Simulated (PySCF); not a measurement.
# Working out the ionisation energy of As⁺

As⁺ [Ar] 3d10 4s2 4p2 (3P) → As²⁺ [Ar] 3d10 4s2 4p1 (2P). All numbers are calculated (PySCF 2.14, no relativity, point nucleus, in def2-TZVPPD). Frozen: [Ar] 3d10. Energies in hartree (1 hartree = 27.21139 eV):

```csv
part,As⁺ (lower),As²⁺ (upper)
UHF,-2233.847346,-2233.186931
CCSD correlation,-0.069919,-0.055097
(T),-0.001703,-0.000763
```

Task: What does Hartree-Fock give?

Result: (-2233.186931) − (-2233.847346) = 0.660415 hartree = 17.971 eV.

Task: What do CCSD and CCSD(T) give?

Result: The CCSD correlation energies differ by 0.014822 hartree = 0.403 eV and the triples by 0.000940 hartree = 0.026 eV, so CCSD gives 18.374 eV and CCSD(T) 18.400 eV.

A first-order spin-orbit estimate adds -0.032 eV to CCSD(T) (valence), giving 18.368 eV against 18.589 eV (measured; NIST Atomic Spectra Database, ionization energies).

The calculation is non-relativistic.

What remains against the reference includes basis incompleteness, the frozen core and higher excitations.
